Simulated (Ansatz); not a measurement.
The cluster Si5H2. Charge 0, multiplicity 1. Geometry B3LYP-D4/def2-SVP, basis def2-TZVP, Ansatz.

```xyz
7

Si   -1.032   -1.114   -0.204
Si    1.192   -0.945   -0.869
Si   -0.158   -0.173    1.736
Si    1.032    1.114    0.204
Si   -1.034    1.117   -0.867
H    -2.031   -2.191   -0.402
H     2.031    2.191    0.402
```

```
run  HOMO (eV)  LUMO (eV)
  A      -7.29      -1.44
  B      -6.39      -2.41
  C      -8.01      -0.68
  D      -8.20      -0.64
  E      -6.14      -2.51
  F      -6.51      -2.39
```

B3LYP takes the VWN-RPA correlation. Another isomer (singlet) lies 0.08 eV lower at PBE0-D4/def2-TZVP; other spin states weren't run for this one.

Task: The runs used B3LYP, CAM-B3LYP, PBE0, r2SCAN0, ωB97M-V, ωB97X-V. Estimate which is which.

Result: A CAM-B3LYP (range-separated); B PBE0 (25 % exact exchange); C ωB97M-V (range-separated); D ωB97X-V (range-separated); E B3LYP (20 % exact exchange); F r2SCAN0 (25 % exact exchange). Exact exchange lowers occupied and raises empty levels; among semilocal functionals meta-GGAs tend to open the gap a little, and such runs are hard to tell apart. The gap grows from 3.64 eV (B3LYP) to 7.56 eV (ωB97X-V). The restricted singlet is unstable towards broken spin symmetry in Hartree–Fock (as tested in another run); at CAM-B3LYP-D4/def2-TZVP, PBE0-D4/def2-TZVP, ωB97M-V/def2-TZVP, ωB97X-V/def2-TZVP and others this wasn't settled.
